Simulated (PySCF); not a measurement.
Geometries of 2 isomers of C4H8Ge, from PySCF 2.14.0, PBE0-D3(BJ)/def2-SVP geometry optimisation, gas phase. One conformer each, no zero-point energy, no frequencies.

Problem. Which is lower in electronic energy at this level?
A.
```xyz
13
angstrom
Ge    -0.586   -0.130   -0.516
C     -0.777   -0.102    1.417
C     -1.615    0.715    2.061
H     -0.153   -0.789    2.003
H     -2.258    1.423    1.526
H     -1.701    0.716    3.154
C      1.254    0.220   -1.027
C      2.006   -0.654   -1.702
H      1.695    1.181   -0.732
H      1.617   -1.628   -2.021
H      3.046   -0.439   -1.971
H     -1.531    0.949   -1.085
H     -0.965   -1.514   -1.084
```
B.
```xyz
13
angstrom
C     -0.797   -1.107    0.300
C      0.537   -1.240    0.352
C      1.437   -0.079    0.026
Ge     0.148    1.362   -0.367
C     -1.424    0.205   -0.084
H     -1.444   -1.960    0.538
H      0.984   -2.201    0.632
H      2.104    0.172    0.867
H      2.090   -0.299   -0.835
H      0.227    2.537    0.626
H      0.257    1.912   -1.802
H     -2.040    0.111   -0.994
H     -2.091    0.588    0.705
```

Solution. B. That is `C1=C[CH2][GeH2][CH2]1`, 30.0 kcal/mol below the other.

```csv
SMILES,atoms numbered as above,E (Eh),relative (kcal/mol),relative (kJ/mol),dipole (D)
C1=C[CH2][GeH2][CH2]1,[CH:1]1=[CH:2][CH2:3][GeH2:4][CH2:5]1,-2233.40287,0.0,0.0,0.27
[H][Ge]([H])([CH]=C)[CH]=C,–,-2233.35513,30.0,125.4,0.59
```
